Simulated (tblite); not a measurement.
C8H7S (doublet state).
Geometry (GFN2-xTB, Å), atoms numbered from 1 in this order:
```
atom  x, y, z in Å
C1    -1.7042   -2.1925   -0.8413
C2    -1.6773   -0.8658   -0.8743
C3    -0.5984   -0.0638   -0.3200
C4     0.5041   -0.6004    0.2947
C5     1.5367    0.1089    0.8249
S6     2.9303   -0.6659    1.6039
C7     1.4844    1.5040    0.7457
C8     0.3954    2.0982    0.1370
C9    -0.6325    1.3403   -0.3903
H10   -0.9041   -2.7552   -0.3883
H11   -2.5187   -2.7563   -1.2619
H12   -2.4861   -0.3108   -1.3318
H13    2.4973   -1.9112    1.4210
H14    2.2926    2.0873    1.1605
H15    0.3513    3.1758    0.0736
H16   -1.4785    1.8162   -0.8648
```

Computed geometry: GFN2-xTB, gas phase. This method treats the open shell by occupation alone, without spin polarisation.

Take the most abundant isotopes and a rigid rotor. The values belong to one conformer with, in the numbering `[CH2:1]=[CH:2][c:3]1[c:4][c:5]([SH:6])[cH:7][cH:8][cH:9]1`, C1–C2–C3–C4 0°, C4–C5–S6–H 0°.

Q: What are A, B and C (MHz)?

A: Ia = 218.42, Ib = 505.09, Ic = 723.51 u·Å²; 505379 MHz·u·Å²/I gives A = 2314, B = 1001, C = 698.5 MHz.

Q: Classify the top.

A: An asymmetric top. Ray's parameter κ = (2B − A − C)/(A − C) = -0.626; −1 is the prolate and +1 the oblate limit.

Q: What does the inertial defect say?

A: Planar: Δ = Ic − Ia − Ib = 0.00 u·Å². For a rigid frame Δ = −2 Σ m c², so it vanishes when all atoms lie in the ab plane; here none is more than 0.01 Å from it.

Q: List the rotational levels J(Ka,Kc) to J = 5 (cm⁻¹).

A: Above 0(0,0):
J = 1: 1(0,1) 0.0567, 1(1,1) 0.1005, 1(1,0) 0.1106
J = 2: 2(0,2) 0.1685, 2(1,2) 0.2038, 2(1,1) 0.2340, 2(2,1) 0.3654, 2(2,0) 0.3669
J = 3: 3(0,3) 0.3325, 3(1,3) 0.3578, 3(1,2) 0.4181, 3(2,2) 0.5354, 3(2,1) 0.5429, 3(3,1) 0.7805, 3(3,0) 0.7807
J = 4: 4(0,4) 0.5456, 4(1,4) 0.5616, 4(1,3) 0.6613, 4(2,3) 0.7609, 4(2,2) 0.7821, 4(3,2) 1.0099, 4(3,1) 1.0110, 4(4,1) 1.3494, 4(4,0) 1.3494
J = 5: 5(0,5) 0.8052, 5(1,5) 0.8144, 5(1,4) 0.9615, 5(2,4) 1.0409, 5(2,3) 1.0857, 5(3,3) 1.2972, 5(3,2) 1.3013, 5(4,2) 1.6362, 5(4,1) 1.6363, 5(5,1) 2.0726, 5(5,0) 2.0726

Q: Estimate the classical rotational partition function at 25 K, 100 K and 298.15 K.

A: Point group Cs, symmetry number σ = 1; q = (√π/σ)·√((kT/h)³/(ABC)), k/h = 20836.6 MHz/K: 16600 at 25 K, 133000 at 100 K, 682000 at 298.15 K.

For this open shell read J as N, the rotation without spin; fine and hyperfine splittings come on top. Its GFN2-xTB frequencies are all real (lowest 81 cm⁻¹). These are rigid-rotor constants of the computed structure; measured ground-state constants (B0) also hold zero-point vibration.

Time: 0.23 s. Hardware: an Arm Neoverse V1 with one thread, no GPU, shared host. These figures are those of the optimisation.
